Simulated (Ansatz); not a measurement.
`[OH][GaH][Br]` + `[NH2][InH2]` → `[OH][GaH][NH][InH2]` + HBr at 298.15 K and 1 bar (ligand exchange at a Ga–Br bond).

Isolated molecules relaxed with PBE0-D4/def2-TZVP in Ansatz; ΔE leaves out vibrations. CCSD(T)/CBS is the MP2 limit (def2-TZVPP, def2-QZVPP) plus CCSD(T) − MP2 in def2-TZVPP, frozen cores. Elements past krypton have def2 core potentials. For Br, Ga, In outer-core shells are correlated without core-valence functions, which leaves a few kJ/mol of doubt a bond. Scalar relativity is left out up to krypton. Each species was taken in one conformer, which may not be the lowest.

| species | CCSD(T)/CBS energy (Eh) | H − E (kJ/mol) | S (J/(mol·K)) |
| --- | --- | --- | --- |
| `[OH][GaH][Br]` | -4573.71961 | 71.5 | 311.1 |
| `[NH2][InH2]` | -246.90424 | 110.5 | 281.1 |
| `[OH][GaH][NH][InH2]` | -2246.67596 | 148.9 | 377.3 |
| HBr | -2573.91920 | 24.6 | 198.6 |

H − E and S are ideal-gas, rigid-rotor, harmonic terms from PBE0-D4/def2-TZVP, for one conformer and one mirror image of each species. 1 Eh = 2625.50 kJ/mol, R = 8.31446 J/(mol·K).

Question: By hand: ΔE, ΔH, ΔS and ΔG.

Answer: ΔE = (-2246.67596) + (-2573.91920) − (-4573.71961) − (-246.90424) = 0.02869 Eh = 75.3 kJ/mol. Δ(H − E) = 148.9 + 24.6 − 71.5 − 110.5 = -8.5, so ΔH = 66.8 kJ/mol. ΔS = 377.3 + 198.6 − 311.1 − 281.1 = -16.3 J/(mol·K). ΔG = 66.8 − 298.15 × (-16.3)/1000 = 71.7 kJ/mol.

Question: By hand: the equilibrium constant, and the temperature at which ΔG would vanish if ΔH and ΔS stayed fixed.

Answer: log₁₀ K = −ΔG/(RT ln 10) = -12.6. ΔH and −TΔS have one sign here, so there is no such temperature.

ΔH outweighs TΔS. A doubt of 5 kJ/mol in ΔE shifts log₁₀ K by 0.9 here. Other conformers and mirror images would add mixing entropy, several J/(mol·K) or more a flexible species. Modes under 60 cm⁻¹, often nearly free rotors, make the harmonic entropy too high. These are equilibria of isolated gas molecules and say nothing of rates. Largest T1 diagnostic: 0.016 (customary marks: 0.02 for closed shells, 0.045 for open ones).
